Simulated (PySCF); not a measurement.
**How methods differ on the excitation energy of Re²⁺**

Re²⁺ [Xe] 4f14 5d5 (6S) → Re²⁺ [Xe] 4f14 5d4 6s1 (6D), as a difference of total energies. Calculation: PySCF 2.14, in x2c-TZVPPall; the spin-free X2C one-electron Hamiltonian (Gaussian nucleus). The calculations carry no spin-orbit coupling.

| method | excitation energy (cm⁻¹) |
| --- | --- |
| UHF | 22502 |
| BLYP | 17792 |
| wB97X | 22332 |
| wB97X-V | 21131 |

The basis was made for the ground configuration and has no added diffuse functions, so the excitation energy can come out too high.
